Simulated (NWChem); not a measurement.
Molecule: MgSiH4O; SMILES [OH][Mg][SiH3]

```xyz
7

Mg    -0.0193     0.7545    -0.0323
O      0.0262     2.5428     0.0385
H     -0.1710     3.4311    -0.2773
Si     0.0013    -1.8110     0.0047
H      0.4282    -2.4065    -1.3176
H     -1.3580    -2.3982     0.3094
H      0.9448    -2.3734     1.0431
```
Atoms are numbered in this order, from 1.

Geometry: optimised at PBE-D3(BJ)/def2-SVP.

 Unshifted, non-relativistic core excitations; the lowest 4 roots alone, so stronger bands may lie above.

Task: List the first Si K-edge excitations from PBE/def2-TZVP, restricted-window TDA (NWChem).

Result: 
```
state  energy (eV)  dipole oscillator strength           leading excitation (squared amplitude)
-----  -----------  --------------------------  -----------------------------------------------
S1          1777.6                      0.0008    1s of atom 4 or its equivalents → LUMO (1.00)
S2          1777.9                      0.0002  1s of atom 4 or its equivalents → LUMO+1 (1.00)
S3          1778.0                      0.0002  1s of atom 4 or its equivalents → LUMO+2 (1.00)
S4          1780.0                      0.0006  1s of atom 4 or its equivalents → LUMO+3 (1.00)
```
